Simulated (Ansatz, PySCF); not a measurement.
Gas-phase reaction in SMILES: ClC(Cl)Cl [chloroform] + 2 C (CH4) -> 3 CCl (CH3Cl)
Geometries: B3LYP-D3(BJ)/def2-TZVP minima from Ansatz (a first-principles code).

Wanted: bond separation energy (0 K, with B3LYP-D3(BJ) harmonic zero-point energies from PySCF), in kcal/mol. Correlated levels leave the core frozen unless marked. No spin-orbit coupling. No relativistic terms. CBS(X,Y): correlation extrapolated as X^-3; Hartree-Fock from the larger set.

Level to compare with: CCSD(T)/CBS(cc-pV(T+d)Z,cc-pV(Q+d)Z) (Ansatz), 0.4 kcal/mol. It is a level with limits of its own, and the differences hold the functionals' basis error too.

Problem. Rank these functionals by how close they come to CCSD(T)/CBS(cc-pV(T+d)Z,cc-pV(Q+d)Z), closest first: LC-wPBE/def2-TZVPD (Ansatz); SVWN5/def2-TZVPD (Ansatz); BLYP/def2-TZVPD (Ansatz).

Solution. BLYP/def2-TZVPD (GGA, -0.1 kcal/mol, difference -0.5), LC-wPBE/def2-TZVPD (range-separated hybrid, -1.3 kcal/mol, difference -1.7), SVWN5/def2-TZVPD (LDA, 5.0 kcal/mol, difference 4.6)
